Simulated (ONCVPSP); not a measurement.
**Logarithmic derivatives: gallium (Ga), ONCV**

```
Element                 : Ga (Z = 31)
Generator               : ONCVPSP 4.0.1
Type                    : optimised norm-conserving Vanderbilt (ONCV)
Functional              : PW91
Relativity              : scalar-relativistic
Frozen core             : [Ne]
Valence charge          : 21
Reference configuration : 3s2 3p6 3d10 4s2 4p1
Partial waves           : 3s+4s: rc 0.85 bohr, ncon 4, nbas 7, qcut 13.3 1/bohr, 2 projectors; 3p+4p: rc 1.10 bohr, ncon 4, nbas 8, qcut 14.1 1/bohr, 2 projectors; 3d: rc 1.05 bohr, ncon 4, nbas 9, qcut 17.5 1/bohr, 2 projectors, debl 3.1 Ha
Local potential         : polynomial inside 0.75 bohr (lpopt 5, dvloc0 0 Ha)
Core correction         : Teter function fitted to the true core (icmod 2), fcfact 0.65
```

The phase is arctan(r·R′/R) of the radial function R(r), unwrapped; energies in Ha, scanned from -7 to 5 Ha. A pole is an energy at which the radial function vanishes at the test radius. The pseudo phase is shifted by a multiple of π to meet the all-electron one at the reference energy, and phase errors are pseudo minus all-electron; the curves can meet again beyond the range given. Levels narrower than the energy grid can be missing from the lists of poles.

Question: For each channel, where are the poles, and over which energies does the pseudopotential scatter like the atom?

Answer:

| channel | radius (bohr) | reference energy (Ha) | poles, all-electron | poles, pseudo | unbroken range about the reference energy with phases within 0.05 rad | phase error 1 Ha above the reference energy (rad) |
| --- | --- | --- | --- | --- | --- | --- |
| s | 0.86 | -0.33 | -1.83 | -1.83 | the whole range | +0.000 |
| p | 1.12 | -0.10 | -2.67 | -2.67 | the whole range | +0.000 |
| d | 1.06 | -0.71 | 0.69 | 0.69 | the whole range | +0.000 |

Phases in the s channel:

| E (Ha) | all-electron | pseudo |
| --- | --- | --- |
| -6.96 | -0.794 | -0.794 |
| -6.32 | -1.025 | -1.025 |
| -5.68 | -1.183 | -1.183 |
| -5.04 | -1.295 | -1.295 |
| -4.40 | -1.377 | -1.377 |
| -3.76 | -1.441 | -1.441 |
| -3.12 | -1.492 | -1.492 |
| -2.48 | -1.534 | -1.534 |
| -1.84 | -1.571 | -1.571 |
| -1.20 | -1.603 | -1.603 |
| -0.56 | -1.632 | -1.632 |
| 0.08 | -1.660 | -1.660 |
| 0.72 | -1.687 | -1.687 |
| 1.36 | -1.714 | -1.714 |
| 2.00 | -1.740 | -1.740 |
| 2.64 | -1.768 | -1.768 |
| 3.28 | -1.798 | -1.798 |
| 3.92 | -1.831 | -1.831 |
| 4.56 | -1.867 | -1.867 |
